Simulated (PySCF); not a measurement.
## ORD: `InChI=1S/C6H7ClO/c1-6(4-8)3-2-5(6)7/h2-5H,1H3/t5-,6+/m1/s1`

Geometry:
```tsv
atom	x (Å)	y (Å)	z (Å)
C1	0.957	0.337	-1.839
C2	0.627	1.049	-0.539
C3	-0.865	1.277	-0.404
O4	-1.379	2.306	-0.059
C5	1.232	0.445	0.729
C6	2.001	1.509	0.995
C7	1.477	2.308	-0.162
Cl8	2.684	2.853	-1.360
H9	2.033	0.131	-1.900
H10	0.414	-0.620	-1.900
H11	0.678	0.954	-2.707
H12	-1.488	0.372	-0.635
H13	1.054	-0.510	1.230
H14	2.724	1.754	1.776
H15	0.858	3.179	0.093
```

Computed with TDDFT PBE0/aug-cc-pVDZ circular dichroism and optical rotation, one conformer, gas phase (PySCF 2.14.0). Geometry: PBE0-D3(BJ)/def2-SVP.

The molecule is flexible and this is one conformer; a measurement averages over conformers.

Stereocentres: C2 S, C7 R.

Problem. Give the optical rotatory dispersion at 633, 589.3, 546, 436, 405, 365, 355 nm.

Solution. [α] in deg dm⁻¹ (g/mL)⁻¹:
```tsv
λ (nm)	origin-invariant length gauge	modified velocity gauge	length gauge (centre of mass)	isotropic polarisability (au)
633	-631.8	-627.4	-631.4	88.0
589.3	-756.9	-751.8	-756.4	88.3
546	-925.6	-919.5	-925.0	88.8
436	-1820.0	-1810.0	-1819.0	90.7
405	-2384.7	-2373.1	-2383.3	91.6
365	-3838.1	-3825.4	-3835.9	93.3
355	-4516.9	-4504.8	-4514.2	93.9
```

The shortest wavelength is close to the first absorption, where this undamped response comes out too large.

Problem. And for the mirror image at 589.3 nm?

Solution. +756.9 deg dm⁻¹ (g/mL)⁻¹ (origin-invariant length gauge): the same size and the opposite sign.

Problem. What is the molar rotation [Φ] = [α]·M/100 of the geometry above at 589.3 nm?

Solution. With M = 130.57 g/mol, -988.3 deg cm² dmol⁻¹ (origin-invariant length gauge).

The first excitation lies at 4.04 eV (307 nm) with R = -13.8 × 10⁻⁴⁰ esu² cm² (velocity form).
